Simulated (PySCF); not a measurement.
A calculated (UHF, PySCF 2.14, x2c-SVPall, the spin-free X2C one-electron Hamiltonian (Gaussian nucleus)) atom or ion has these occupied shells.

```csv
shell,electrons,orbital energy (eV),"rms radius, mean of both spins (bohr)"
1s α,1,-9046.6,0.0602
1s β,1,-9046.6,0.0602
2s β,1,-1133.7,0.254
2s α,1,-1133.7,0.254
2p β,3,-974.62,0.228
2p α,3,-974.56,0.228
3s α,1,-140.47,0.767
3s β,1,-140.43,0.767
3p β,3,-91.749,0.820
3p α,3,-91.621,0.820
3d β,5,-13.196,1.16
3d α,5,-13.093,1.16
4s α,1,-6.665,3.54
```

Problem. Name the element and its charge.

Solution. Cu (copper, neutral), in [Ar] 3d10 4s1, 2S determinant.
